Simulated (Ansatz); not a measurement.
Sn(SH)H3 (SnH₄S). Charge 0, multiplicity 1. Geometry PBE-D4/def2-TZVP, basis def2-TZVP, Ansatz.

```json
{"run": "A", "HOMO (eV)": "-6.42", "LUMO (eV)": "-1.30"}
{"run": "B", "HOMO (eV)": "-7.01", "LUMO (eV)": "-0.97"}
{"run": "C", "HOMO (eV)": "-6.85", "LUMO (eV)": "-1.06"}
{"run": "D", "HOMO (eV)": "-7.25", "LUMO (eV)": "-0.69"}
{"run": "E", "HOMO (eV)": "-5.99", "LUMO (eV)": "-1.44"}
{"run": "F", "HOMO (eV)": "-5.87", "LUMO (eV)": "-1.48"}
```

In the def2 sets Sn takes a core potential; there is no spin–orbit coupling. B3LYP takes the VWN-RPA correlation. HSE06 is defined as in plane-wave codes, on full-range PBE exchange.

Q: The runs used B3LYP, B97M-V, BLYP, HSE06, PBE0, revPBE. Estimate which is which.

A: A B97M-V (0 % exact exchange); B B3LYP (20 % exact exchange); C HSE06 (range-separated); D PBE0 (25 % exact exchange); E revPBE (0 % exact exchange); F BLYP (0 % exact exchange). Exact exchange lowers occupied and raises empty levels; among semilocal functionals meta-GGAs tend to open the gap a little, and such runs are hard to tell apart. The gap grows from 4.39 eV (BLYP) to 6.56 eV (PBE0).
